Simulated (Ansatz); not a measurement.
V2O7H4. Charge 0, multiplicity 1. Geometry PBE-D4/def2-SVP, basis def2-TZVP, Ansatz.

```xyz
13

V    -0.084    1.370   -0.911
V     0.286   -1.355    0.721
O     0.073    2.611   -2.182
O    -1.391    1.623    0.195
O    -1.032   -0.876    1.445
O     0.721   -0.341   -0.999
O     0.957    2.822   -1.084
O     1.263    0.225    0.260
O     1.220   -2.498    1.647
H    -0.409   -2.346   -0.349
H     0.961   -2.901    2.499
H    -0.979    0.751   -2.102
H    -1.585    0.917    0.860
```

```
run  HOMO (eV)  LUMO (eV)
  A      -6.73      -4.43
  B      -7.82      -3.48
  C      -6.35      -4.39
  D      -6.63      -4.41
```

The structure holds 2 bonds between oxygen atoms, so isomers without such links may lie far lower. No other spin state of charge 0 was run. Another isomer (singlet) lies 3.67 eV lower at PBE0-D4/def2-TZVP; other spin states weren't run for this one.

**Question.** The runs used B97M-V, PBE, PBE0, r2SCAN. Estimate which is which.

**Answer.** A B97M-V (0 % exact exchange); B PBE0 (25 % exact exchange); C PBE (0 % exact exchange); D r2SCAN (0 % exact exchange). Exact exchange lowers occupied and raises empty levels; among semilocal functionals meta-GGAs tend to open the gap a little, and such runs are hard to tell apart. The gap grows from 1.96 eV (PBE) to 4.35 eV (PBE0). The restricted singlet is unstable towards broken spin symmetry in Hartree–Fock (as tested in another run); at B97M-V/def2-TZVP, PBE0-D4/def2-TZVP, PBE-D4/def2-TZVP, r2SCAN-D4/def2-TZVP this wasn't settled.
